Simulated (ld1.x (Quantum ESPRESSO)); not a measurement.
An all-electron radial function and its pseudo partner (oxygen)

Columns: radius, all-electron u(r) and pseudo u(r) of the 2s shell (level -39.40 eV) of oxygen in the configuration [He] 2s2 2p3; LDA (PZ), scalar-relativistic, TM scheme, ld1.x (Quantum ESPRESSO) 7.5.

| r (bohr) | all-electron | pseudo |
| --- | --- | --- |
| 0.050 | 0.3488 | -0.0558 |
| 0.100 | 0.4414 | -0.1124 |
| 0.150 | 0.3886 | -0.1709 |
| 0.200 | 0.2587 | -0.2320 |
| 0.250 | 0.0934 | -0.2966 |
| 0.300 | -0.0817 | -0.3654 |
| 0.350 | -0.2513 | -0.4384 |
| 0.400 | -0.4069 | -0.5154 |
| 0.450 | -0.5439 | -0.5949 |
| 0.500 | -0.6608 | -0.6747 |
| 0.550 | -0.7573 | -0.7516 |
| 0.600 | -0.8344 | -0.8219 |
| 0.650 | -0.8937 | -0.8820 |
| 0.700 | -0.9367 | -0.9291 |
| 0.750 | -0.9655 | -0.9618 |
| 0.800 | -0.9820 | -0.9808 |
| 0.850 | -0.9879 | -0.9877 |
| 0.900 | -0.9849 | -0.9849 |
| 0.950 | -0.9744 | -0.9744 |
| 1.000 | -0.9578 | -0.9578 |
| 1.050 | -0.9364 | -0.9364 |
| 1.100 | -0.9110 | -0.9110 |
| 1.150 | -0.8827 | -0.8827 |
| 1.200 | -0.8521 | -0.8521 |
| 1.250 | -0.8199 | -0.8199 |
| 1.300 | -0.7866 | -0.7866 |

(1) How many radial nodes do the two functions have?

(2) At about which radius was the pseudo-wave matched?

(3) Is the pseudo-wave norm-conserving?

## Answers

(1) The all-electron 2s function has n − l − 1 = 1; the pseudo-wave has 0, since the states of the same l below it are removed with the core.

(2) 0.95 bohr. The columns agree to 0.0005 from 0.85 bohr on; several derivatives are matched, so the curves merge somewhat inside the radius.

(3) Yes: the TM scheme keeps the norm inside the radius equal to the all-electron one, which fixes the energy derivative of the logarithmic derivative at the level.
